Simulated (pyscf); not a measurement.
# H₂N–Si(Cl)(Cl)–Cl, singlet

Gas-phase minimum from PySCF at ωB97X-D3(BJ)/def2-SVP, one conformer. 

```xyz
7

N     -1.2437     0.0125    -0.7677
Si     0.1904     0.9132    -0.7943
Cl     1.7109     0.1009    -1.9062
Cl     0.8873     1.0861     1.1165
Cl    -0.2064     2.7486    -1.5945
H     -1.8960     0.0313    -1.5436
H     -1.3440    -0.8061    -0.1780
```
Charge 0, spin multiplicity 1.

Bond lengths (Å): N1–Si2 1.694, N1–H6 1.014, N1–H7 1.014, Si2–Cl3 2.051, Si2–Cl4 2.041, Si2–Cl5 2.041. Bond angles (°): Si2–N1–H6 121.5, Si2–N1–H7 121.5, H6–N1–H7 113.4, N1–Si2–Cl3 115.2, N1–Si2–Cl4 108.6, N1–Si2–Cl5 108.6, Cl3–Si2–Cl4 106.7, Cl3–Si2–Cl5 106.7, Cl4–Si2–Cl5 110.9.

Properties at ωB97X-D3(BJ)/def2-SVP:

```json
{
 "harmonic_wavenumbers_unscaled": "91, 151, 205, 234, 255, 289, 308, 477, 618, 624, 828, 939, 1533, 3630, 3735 cm⁻¹",
 "zero_point_energy": "19.9 kcal/mol",
 "rotational_symmetry_number": "1",
 "Entropy of this conformer at 298 K and 1 atm, rigid rotor and harmonic oscillator, modes under 100 cm⁻¹ raised to 100": "360.5 J/(mol K)",
 "dipole_moment": "2.71 D"
}
```

Single-point totals, which compare only within one level (frozen core for MP2 and CC):

```json
[
 {"level": "ωB97X-D3(BJ)/def2-TZVP", "total energy (hartree)": "-1726.38840"},
 {"level": "PBE/def2-TZVP", "total energy (hartree)": "-1725.54500"},
 {"level": "r²SCAN/def2-TZVP", "total energy (hartree)": "-1726.18276"},
 {"level": "B3LYP-D3(BJ)/def2-TZVP", "total energy (hartree)": "-1726.40075"},
 {"level": "PBE0-D3(BJ)/def2-TZVP", "total energy (hartree)": "-1725.69688"},
 {"level": "M06-2X/def2-TZVP", "total energy (hartree)": "-1726.24221"},
 {"level": "ωB97M-D3(BJ)/def2-TZVP", "total energy (hartree)": "-1726.53847"},
 {"level": "HF/def2-TZVPP", "total energy (hartree)": "-1723.32611"},
 {"level": "MP2/def2-TZVPP", "total energy (hartree)": "-1724.21830"},
 {"level": "CCSD/def2-TZVPP", "total energy (hartree)": "-1724.27156"},
 {"level": "CCSD(T)/def2-TZVPP", "total energy (hartree)": "-1724.31218"}
]
```

Soft torsions are taken as harmonic, which can shift the entropy by several J/(mol K). The CCSD(T) − MP2 part came from Ansatz, without density fitting, on the same reference.
